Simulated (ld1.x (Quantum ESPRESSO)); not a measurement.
# zinc (Zn): variants of one PAW potential

Base potential:

ld1.x (Quantum ESPRESSO) 7.5 input, shortened:

```
&input
   title='Zn', zed=30., rel=1, dft='PW91', iswitch=3,
   config='[Ar] 3d10 4s1.5 4p0'
 /
 &inputp
   pseudotype=3, lpaw=.true., tm=.true., lloc=-1, rcloc=2.00,
   nlcc=.true., new_core_ps=.true.,
   which_augfun='PSQ', rmatch_augfun_nc=.true.
 /
6
4S  1  0   1.50   0.00  1.40  1.70  0.0
4S  1  0   0.00   1.30  1.40  1.70  0.0
4P  2  1   0.00   0.00  1.90  2.60  0.0
4P  2  1   0.00   1.50  1.90  2.60  0.0
3D  3  2  10.00   0.00  1.30  1.70  0.0
3D  3  2   0.00   0.20  1.30  1.70  0.0
 &test
   configts(1)='3d10 4s1.5 4p0'
 /
```

Cutoffs, loose and tight: the cutoffs (Ry, on a coarse ladder) from which the occupation-weighted sum of valence levels, in a spherical-Bessel basis at the reference potential, stays within 10 and 1 mRy of its value at 400 Ry. They do not see the model core or the augmentation charge, which bear on the density cutoff. Test errors are all-electron minus pseudo excitation energies from the reference, over the configurations 3d10 4s2 4p0; 3d10 4s1 4p0; 3d10 4s0 4p0; 3d8 4s0 4p0; 3d10 4s0 4p2; 3d10 4s0 4p1; 3d9 4s0 4p0. A dash means not determined; rows that change the core or the reference have their own tests. The largest error is taken over the tests solved by every variant that gives reliable tests at all: 3d10 4s0 4p0; 3d10 4s1 4p0; 3d10 4s2 4p0.

Cutoffs are not given where the Bessel-basis levels miss the radial ones by over 6 mRy, ghosts where they miss by over 20 mRy; a channel whose overlap is not positive is not tested.

The default core radius of the base comes out at 0.33 bohr.

A file whose overlap is not positive is unfit for use, and its test errors describe a broken file.

| change | outcome | cutoff, loose | cutoff, tight | bound ghosts | largest test error (meV) |
| --- | --- | --- | --- | --- | --- |
| base | generated | 40 Ry | 60 Ry | none | -11 |
| functional PBEsol | generated | 40 Ry | 70 Ry | none | -12 |
| all radii but the core radius scaled by about 1.22 (s 2.08, p 3.18, d 2.08 bohr, rcut 1.72/2.32/1.60); local potential all-electron potential smoothed inside 2.44 bohr (lloc = -1) | generated, overlap not positive | – | – | not determined (overlap not positive) | -20 |
| wave 4p channel at 1.5 Ry: rcut 1.90, rcutus 2.60 bohr becomes 4p channel at 0.2 Ry: rcut 1.90, rcutus 2.60 bohr | generated | 40 Ry | 60 Ry | none | -11 |
| waves 4p (bound): rcut 1.90, rcutus 2.56 bohr; 4p channel at 1.5 Ry: rcut 1.90, rcutus 2.56 bohr | generated | 40 Ry | 60 Ry | none | -11 |
| local potential all-electron potential smoothed inside 3.00 bohr (lloc = -1) | generated | 40 Ry | 70 Ry | none | -13 |
| waves 3d (bound): rcut 1.30, rcutus 2.18 bohr; 3d channel at 0.2 Ry: rcut 1.30, rcutus 2.18 bohr | generated | 21 Ry | 35 Ry | none | -22 |
| core correction Bessel-smoothed model core inside 1.06 bohr | generated | 40 Ry | 60 Ry | none | -11 |

What comes out with this change to the base: reference 3d10 4s2 4p0?

outcome: generated; cutoff, loose: 40 Ry; cutoff, tight: 70 Ry; bound ghosts: none; largest test error (meV): -149 over the solved tests; 2 of 7 tests not solved or not reliable.
